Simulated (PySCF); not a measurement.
## A ladder of Hamiltonians for As(31+) (arsenic, charge +31)

Occupied: 1s1/2. Hartree-Fock calculated with PySCF 2.14 in an even-tempered Gaussian basis (19 s from 3.8 bohr⁻², ratio 2.3; 13 p from 4.5 bohr⁻², ratio 2.3), Gaussian nucleus throughout. NR is non-relativistic, sf-X2C the spin-free one-electron X2C Hamiltonian, X2C adds the bare one-electron spin-orbit term, X2C-SNSO screens it by Boettger's factors, DC is four-component Dirac-Coulomb, and the Gaunt and Breit terms are added at first order (total energies over the DC spinors, levels after relaxing the spinors in that mean field). QED terms are absent. Levels marked empty are virtual spinors of this ion.

```
   level (eV)        NR    sf-X2C       X2C  X2C-SNSO
        1s1/2  -14259.8  -14462.5  -14462.5  -14462.5
2s1/2 (empty)   -3353.6   -3413.1   -3413.1   -3413.1
2p1/2 (empty)   -3293.2   -3318.1   -3350.8   -3349.7
2p3/2 (empty)   -3293.2   -3318.1   -3302.5   -3303.0
3s1/2 (empty)   -1476.3   -1497.0   -1497.0   -1497.0
```

Problem. Where do the four-component calculations put these levels?

Solution. 1s1/2: DC -14468.8, DC+Gaunt -14456.1, DC+Breit -14456.1; 2s1/2 (empty): DC -3413.7, DC+Gaunt -3412.4, DC+Breit -3412.5; 2p1/2 (empty): DC -3349.3, DC+Gaunt -3346.6, DC+Breit -3347.0; 2p3/2 (empty): DC -3303.4, DC+Gaunt -3302.0, DC+Breit -3302.4; 3s1/2 (empty): DC -1497.2, DC+Gaunt -1496.8, DC+Breit -1496.9 (eV).

```tsv
Hamiltonian	E (hartree)	E − E(DC) (hartree)	CPU seconds
NR	-1068.4765	15.8068	0.31
sf-X2C	-1084.0513	0.2320	0.18
X2C	-1084.0513	0.2320	0.18
X2C-SNSO	-1084.0513	0.2320	0.18
DC	-1084.2833	0.0000	3.1
DC+Gaunt	-1083.8103	0.4730	5.4
DC+Breit	-1083.8103	0.4730	44
```

Weight of the small component: 1s1/2 0.0144, 2s1/2 0.00336, 2p1/2 0.00333, 2p3/2 0.00328, 3s1/2 0.00147.

Koopmans' value for the highest occupied level at DC+Breit: 14456.1 eV, against an ionisation energy of 14447.7 eV (theoretical estimate listed by NIST; NIST Atomic Spectra Database, ionization energies); the former lacks relaxation, correlation, QED and recoil.

The whole ladder took 54 s of wall time on 1 thread of Neoverse-V1 (shared host), launched as `OMP_NUM_THREADS=1 python relrun2.py TASK.json OUT` (a driver that calls PySCF for each Hamiltonian).
